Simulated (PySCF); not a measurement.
Ge(F)3(SiH3) (F3GeH3Si), SMILES [F][Ge]([F])([F])[SiH3].

Coordinates come from a B3LYP-D3(BJ)/def2-SVP optimisation. The structure was generated by enumeration, and PubChem lists no compound with its InChIKey, so it may never have been made.

Computed with B3LYP-D3(BJ)/def2-SVP (PySCF 2.14.0).

Frequencies are harmonic and unscaled.

Modes within 1.5 cm⁻¹ of each other (mostly degenerate sets) share a row, with their intensities summed.

| mode | ν (cm⁻¹) | IR (km/mol) | Raman (Å⁴/amu) | depolarisation | moving atoms (share of kinetic energy) |
|---|---|---|---|---|---|
| 1 | 72 | 0.0 | 0.0 | – | H 96 % |
| 2–3 | 106 | 3.8 | 1.3 | 0.75 | F 59 %, Si 18 %, Ge 14 %, H 9 % |
| 4–5 | 228 | 25.6 | 1.1 | 0.75 | F 86 %, Ge 13 % |
| 6 | 251 | 59.2 | 4.4 | 0.42 | F 65 %, Si 26 % |
| 7 | 367 | 14.0 | 11.6 | 0.13 | Si 46 %, Ge 33 %, F 14 % |
| 8–9 | 533 | 15.0 | 20.7 | 0.75 | H 87 %, Si 10 % |
| 10 | 707 | 135.6 | 6.7 | 0.00 | F 83 %, Ge 14 % |
| 11–12 | 740 | 149.9 | 6.4 | 0.75 | F 75 %, Ge 25 % |
| 13 | 870 | 162.0 | 3.2 | 0.71 | H 88 %, Si 9 % |
| 14–15 | 933 | 91.8 | 43.0 | 0.75 | H 97 % |
| 16 | 2246 | 25.4 | 240.3 | 0.01 | H 99 % |
| 17–18 | 2268 | 104.2 | 192.0 | 0.75 | H 96 % |
